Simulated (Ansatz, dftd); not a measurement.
Reaction: AsH2 (SMILES [AsH2], doublet) → AsH2- (SMILES [AsH2-]) (an electron is taken up)
Each species at its own B3LYP-D3(BJ)/def2-TZVP minimum (Ansatz, an electronic-structure program).

Quantity: adiabatic electron affinity (electronic), positive where energy is released, in eV. Radicals and triplets start from unrestricted determinants; spin-orbit coupling is neglected. Correlated methods leave the cores frozen (noble-gas shells, and filled d and f shells in the p block). No relativity. CBS(X,Y): correlation extrapolated as X^-3, Hartree-Fock from the larger set. A bracket is a step between two methods taken in the basis named. Double hybrids freeze cores in their MP2 part. def2-TZVPD holds few diffuse functions, which lowers the functionals' binding of the extra electron.

| level | program | adiabatic electron affinity (eV) | difference against the last row |
|---|---|---|---|
| HF/aug-cc-pVDZ | Ansatz | 0.19 | -1.11 |
| HF/aug-cc-pVTZ | Ansatz | 0.19 | -1.11 |
| PBE-D3(BJ)/def2-TZVPD | Ansatz + dftd3 | 0.97 | -0.33 |
| r2SCAN/def2-TZVPD | Ansatz | 0.94 | -0.36 |
| B3LYP-D4/def2-TZVPD | Ansatz + dftd4 | 1.05 | -0.25 |
| PBE0-D3(BJ)/def2-TZVPD | Ansatz + dftd3 | 0.95 | -0.35 |
| r2SCANh-D4/def2-TZVPD | Ansatz + dftd4 | 0.94 | -0.36 |
| B2PLYP-D3(BJ)/def2-TZVPD | Ansatz + dftd3 | 0.91 | -0.39 |
| B2PLYP/def2-TZVPD | Ansatz | 0.91 | -0.39 |
| CCSD/aug-cc-pVDZ | Ansatz | 1.01 | -0.29 |
| CCSD(T)/aug-cc-pVTZ | Ansatz | 1.22 | -0.08 |
| CCSDT(Q)/aug-cc-pVTZ | Ansatz | 1.22 | -0.08 |
| CCSDTQ/aug-cc-pVDZ | Ansatz | 1.08 | -0.22 |
| CCSD(T)/CBS(aug-cc-pVTZ,aug-cc-pVQZ) + [CCSDT(Q) - CCSD(T)]/aug-cc-pVDZ | Ansatz | 1.30 | 0.00 |
| CCSD(T)/CBS(aug-cc-pVTZ,aug-cc-pVQZ) + [CCSDT(Q) - CCSD(T)]/aug-cc-pVQZ + [CCSDTQ - CCSDT(Q)]/aug-cc-pVDZ | Ansatz | 1.30 | 0.00 |
